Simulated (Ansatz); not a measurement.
LuF, closed-shell singlet (lowest of 2S+1 = 1, 3 at CCSD(T)/def2-TZVPP on PBE0 minima; our sources give no spin for the ground state, which may be another), most abundant isotopes (174.9408 and 18.9984 u). Constants from fifth-degree fits in 1/R to seven points on the lowest solution found; no spin–orbit coupling, no relativity up to Kr; ω_e x_e and α_e move by some per cent with the fit.

Correlated levels freeze the inner cores; with def2 sets outer-core shells near the valence are correlated too. CBS(a, b) extrapolates the correlation energy as X⁻³ and adds the Hartree–Fock energy of set b.

Codes used: Ansatz (an electronic-structure program). Each number belongs to the level named beside it. In def2 rows elements past Kr take small-core potentials, without spin–orbit coupling.

```
level                                r_e (Å)  ω_e (cm⁻¹)  ω_e x_e (cm⁻¹)  α_e (cm⁻¹)
-----------------------------------  -------  ----------  --------------  ----------
PBE/def2-TZVPP                        1.9128       605.6            2.62     0.00162
CCSD(T)/CBS(def2-TZVPP, def2-QZVPP)   1.9147       611.2            2.54     0.00153
```

**Question.** Derive the rotational constants, the centrifugal constant, the fundamental, the zero-point energy and the force constant.

**Answer.** 
μ = 17.13731 u.
- PBE/def2-TZVPP: B_e = 16.8576/(μ r_e²) = 0.26885 cm⁻¹; B₀ = B_e − α_e/2 = 0.26804 cm⁻¹; D = 4B_e³/ω_e² = 2.12e-07 cm⁻¹; fundamental ω_e − 2ω_e x_e = 600 cm⁻¹; zero-point energy ω_e/2 − ω_e x_e/4 = 302 cm⁻¹; k = μ(2πcω_e)² = 370 N/m; the line J = 1 ← 0 at 2B₀ = 16.07 GHz
- CCSD(T)/CBS(def2-TZVPP, def2-QZVPP): B_e = 16.8576/(μ r_e²) = 0.26831 cm⁻¹; B₀ = B_e − α_e/2 = 0.26755 cm⁻¹; D = 4B_e³/ω_e² = 2.07e-07 cm⁻¹; fundamental ω_e − 2ω_e x_e = 606 cm⁻¹; zero-point energy ω_e/2 − ω_e x_e/4 = 305 cm⁻¹; k = μ(2πcω_e)² = 377 N/m; the line J = 1 ← 0 at 2B₀ = 16.04 GHz

Doubts at one or more of the structures used: a restricted determinant that unrestricted orbitals would lower (CCSD(T)/CBS(def2-TZVPP, def2-QZVPP)).
